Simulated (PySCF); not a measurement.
Telling isomers of C₈H₉N₃ apart by NMR

- GFN2-xTB structure
- PBE0/pcSseg-1 with gauge-including orbitals
- code: PySCF 2.14
- one averaged value for each set of equivalent atoms, no solvent, no relativistic terms, one conformer

Chemical shifts δ = σref − σ; 1H (31.72 ppm), 13C (186.93 ppm) against TMS, all at this level. Where no couplings were computed, multiplicities follow the n + 1 count of equivalent neighbours, and m marks all less simple cases (inequivalent or close neighbours, rings, F or P nearby). Shifts are as computed. Against solution values, carbons near 30 ppm lie about +3 ppm off and those near 130 ppm about +5 ppm. Of 1211 compounds with measured shifts, 218 miss one by over three times the rms of a fit or turn the order of signals round; such compounds aren't used in these exercises.

(1) Tabulate the signals of `CCn1nc2ccccc2n1`, `CC(C)c1cnncc1C#N`, `Cc1c(C#N)cnn1C1CC1`, `Cc1nnn2c(C)cccc12` and their relative energies.

(2) What is the quickest way to tell Cc1c(C#N)cnn1C1CC1 from Cc1nnn2c(C)cccc12?

(3) What is the quickest way to tell CC(C)c1cnncc1C#N from Cc1nnn2c(C)cccc12?

(4) What is the quickest way to tell CC(C)c1cnncc1C#N from Cc1c(C#N)cnn1C1CC1?

Results:

(1) 
```tsv
SMILES	carbon types	δC	δH	E rel. (kcal/mol)
CCn1nc2ccccc2n1	2×C 4×CH 1×CH2 1×CH3	149.9, 130.6, 124.3, 53.3, 20.0	8.26 (d, 2H), 7.73 (m, 2H), 4.82 (q, 2H), 1.63 (t, 3H)	0.0
CC(C)c1cnncc1C#N	3×C 3×CH 2×CH3	155.7, 155.0, 154.4, 121.0, 114.5, 35.4, 25.5	9.79 (s, 1H), 9.54 (s, 1H), 3.36 (sept, 1H), 1.38 (d, 6H)	25.8
Cc1c(C#N)cnn1C1CC1	3×C 2×CH 2×CH2 1×CH3	150.7, 146.0, 118.7, 98.5, 31.8, 11.8, 10.1	7.61 (s, 1H), 3.27 (m, 1H), 2.59 (s, 3H), 1.60 (m, 2H), 0.97 (m, 2H)	22.3
Cc1nnn2c(C)cccc12	3×C 3×CH 2×CH3	140.7, 138.8, 138.1, 127.5, 120.5, 117.4, 20.7, 13.3	7.85 (d, 1H), 7.32 (m, 1H), 6.96 (d, 1H), 3.01 (s, 3H), 2.89 (s, 3H)	2.4
```

Energies are electronic energies at PBE0/pcSseg-1 on these geometries, without zero-point or thermal terms, each for the one conformer computed, which needn't be the lowest.

(2) Count the carbon signals: 7 against 8. The first has a three-membered-ring carbon (CH) at 31.8 ppm, the second an aromatic CH at 117.4 ppm. Their most deshielded carbons lie at 150.7 and 140.7 ppm.

(3) Count the carbon signals: 7 against 8. The first has an sp3 CH on an aromatic ring at 35.4 ppm, the second an aromatic CH at 117.4 ppm. Their most deshielded carbons lie at 155.7 and 140.7 ppm. In the proton spectra the most deshielded non-exchanging signals are 9.79 (s, 1H) and 7.85 (d, 1H).

(4) Both give the same number of carbon signals, but DEPT or the intensities differ. The first has a methyl carbon (CH3) at 25.5 ppm, the second a three-membered-ring carbon (CH2) at 10.1 ppm. Their most deshielded carbons lie at 155.7 and 150.7 ppm. In the proton spectra the most deshielded non-exchanging signals are 9.79 (s, 1H) and 7.61 (s, 1H).
